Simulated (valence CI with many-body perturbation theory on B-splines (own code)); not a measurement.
## Se²¹⁺: what each term of the Hamiltonian does

Calculated by relativistic CI+MBPT: three valence electrons over a frozen Dirac-Fock core [Ne], a basis of 11 s, 11 p, 9 d, 7 f, 5 g, 2 h, 1 i functions for each j, with the one-electron correlation potential Σ1, the two-electron term Σ2, the three-electron term Σ3, Breit, model QED; selected CI, second order for the rest (own B-spline code, finite nucleus).

No measured spectrum was set against this ion. As an estimate, levels of excited configurations hold to 0.05 to 0.15 % of their energy, terms of the ground configuration to about 0.5 %.

Each rung adds one term. CI alone is the Dirac-Coulomb CI over the frozen core; QED comes last and gives the full result, which names the levels. Energies are above 3s2.3p 2P°_1/2 on the same rung, in eV.

Names give the largest LS component (configuration and term), which can be under half, so a name can repeat, a term be missing and a line seem to break the LS rules; names also repeat where a configuration has a term twice.

| Level | CI alone |
| --- | --- |
| 3s2.3p 2P°_3/2 | 9.27 |
| 3s.3p2 4P_1/2 | 46.12 |
| 3s.3p2 4P_3/2 | 50.81 |
| 3s.3p2 4P_5/2 | 54.63 |
| 3s.3p2 2D_3/2 | 64.07 |
| 3s.3p2 2D_5/2 | 66.64 |
| 3s.3p2 2P_1/2 | 74.12 |
| 3s.3p2 2S_1/2 | 83.30 |
| 3s.3p2 2P_3/2 | 84.94 |
| 3s2.3d 2D_3/2 | 95.16 |
| 3s2.3d 2D_5/2 | 96.45 |
| 3p3 2D°_3/2 | 117.85 |
| 3p3 2D°_5/2 | 121.89 |
| 3p3 4S°_3/2 | 123.31 |
| 3s.3p.3d 4F°_3/2 | 128.52 |
| 3s.3p.3d 4F°_5/2 | 130.47 |

(1) What do these energies become with core correlation, Breit and QED?

(2) How does the ionisation energy move along the ladder, and which term matters most?

Answers

(1) 3s2.3p 2P°_3/2 9.13 (-0.137); 3s.3p2 4P_1/2 46.07 (-0.057); 3s.3p2 4P_3/2 50.69 (-0.122); 3s.3p2 4P_5/2 54.41 (-0.218); 3s.3p2 2D_3/2 63.75 (-0.319); 3s.3p2 2D_5/2 66.28 (-0.366); 3s.3p2 2P_1/2 73.44 (-0.679); 3s.3p2 2S_1/2 82.53 (-0.771); 3s.3p2 2P_3/2 83.97 (-0.970); 3s2.3d 2D_3/2 94.21 (-0.950); 3s2.3d 2D_5/2 95.45 (-1.008); 3p3 2D°_3/2 117.24 (-0.613); 3p3 2D°_5/2 121.30 (-0.591); 3p3 4S°_3/2 122.45 (-0.862); 3s.3p.3d 4F°_3/2 127.96 (-0.555); 3s.3p.3d 4F°_5/2 129.85 (-0.621).

(2) CI alone 893.68, + Σ1 894.52, + Σ2 894.33, + Σ3 894.28, + Breit 893.75, + QED 893.78 eV. The largest step is Σ1, 0.84 eV. NIST lists 887 ± 4 eV (semi-empirical).
